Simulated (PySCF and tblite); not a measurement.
The numbers below are computed, except where a source is named.
Stationary points of C3H9NSi at GFN2-xTB, in Å:

Structure A

```
 1 C     0.603   -1.161   -0.201
 2 C     1.292    0.216   -0.105
 3 Si   -0.169    1.442   -0.147
 4 C    -1.435    0.011    0.074
 5 N    -0.667   -1.160    0.498
 6 H     1.231   -1.960    0.199
 7 H     0.390   -1.385   -1.251
 8 H     2.016    0.341   -0.907
 9 H     1.842    0.286    0.835
10 H    -0.312    2.146   -1.420
11 H    -0.155    2.364    0.991
12 H    -1.911   -0.241   -0.877
13 H    -2.232    0.199    0.792
14 H    -0.493   -1.097    1.497
```

Structure B

```
 1 C     0.683   -1.126   -0.210
 2 C     1.280    0.269    0.012
 3 Si   -0.172    1.446   -0.332
 4 C    -1.381    0.126    0.318
 5 N    -0.769   -1.149   -0.026
 6 H     1.169   -1.861    0.441
 7 H     0.879   -1.433   -1.247
 8 H     2.156    0.409   -0.616
 9 H     1.608    0.375    1.047
10 H    -0.349    1.744   -1.753
11 H    -0.153    2.667    0.477
12 H    -2.375    0.160   -0.135
13 H    -1.525    0.249    1.403
14 H    -1.050   -1.876    0.619
```

Structure C

```
 1 C     0.689   -1.084    0.119
 2 C     1.304    0.249   -0.315
 3 Si   -0.139    1.481   -0.127
 4 C    -1.388    0.074    0.205
 5 N    -0.689   -1.086   -0.330
 6 H     0.768   -1.180    1.218
 7 H     1.206   -1.936   -0.331
 8 H     1.623    0.181   -1.353
 9 H     2.184    0.481    0.281
10 H    -0.424    2.228   -1.351
11 H     0.003    2.382    1.022
12 H    -2.341    0.179   -0.314
13 H    -1.608   -0.024    1.280
14 H    -1.157   -1.953   -0.082
```

Level: PBE0/pcSseg-1 + D3(BJ), IEF-PCM tetrahydrofuran on GFN2-xTB stationary points, with GFN2-xTB thermal terms.

Q: Which structure is a saddle point, and along which motion?

A: B: one imaginary mode (152i cm⁻¹ at GFN2-xTB, mostly on N5, H14, C1), along the inversion of the 5-membered ring (1–2–3–4–5).

Q: Give their symmetry and energies above the lowest.

A: A C1, 0.3 kcal/mol; B C1, 5.3 kcal/mol; C C1, 0.0 kcal/mol.
